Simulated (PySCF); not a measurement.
## Exercise with solution: chemical shift, span and skew from a shielding tensor

trimethylsulfonium (C3H9S), SMILES C[S+](C)C, charge +1. Atoms are numbered in the order given.

```xyz
13

C      1.4048    -0.8110    -0.2596
S      0.0000     0.0000     0.5103
C     -1.4048    -0.8110    -0.2596
C      0.0000     1.6221    -0.2596
H      1.3277    -0.7665    -1.3547
H      1.4149    -1.8509     0.0955
H      2.3104    -0.2999     0.0955
H     -1.3277    -0.7665    -1.3547
H     -2.3104    -0.2999     0.0955
H     -1.4149    -1.8509     0.0955
H      0.0000     1.5331    -1.3547
H     -0.8955     2.1508     0.0955
H      0.8955     2.1508     0.0955
```
Charge +1, spin multiplicity 1.

Coordinates come from a PBE0-D3(BJ)/def2-SVP optimisation.

GIAO shieldings from PBE0/pcSseg-1 in PySCF, non-relativistic, no solvent. The symmetric part of the tensor of C1 has the principal values 139.0, 139.3, 185.5 ppm. The same nucleus in TMS has σ = 186.3 ppm at this level (PySCF, at its B3LYP-D3(BJ)/def2-TZVP geometry).

Question: Work out the isotropic shielding, the ¹³C shift against TMS, the span and the skew.

Answer: 
σ(iso) = (σ11 + σ22 + σ33)/3 = 154.6 ppm. δ = σ(ref) − σ(iso) = 186.3 − (154.6) = 31.7 ppm.
Span Ω = σ33 − σ11 = 46.5 ppm. Skew κ = 3(σ(iso) − σ22)/Ω = 0.99, an axial tensor. Tumbling in solution averages the tensor to δ; in a static solid the shielding alone would spread this spin-1/2 line over Ω.
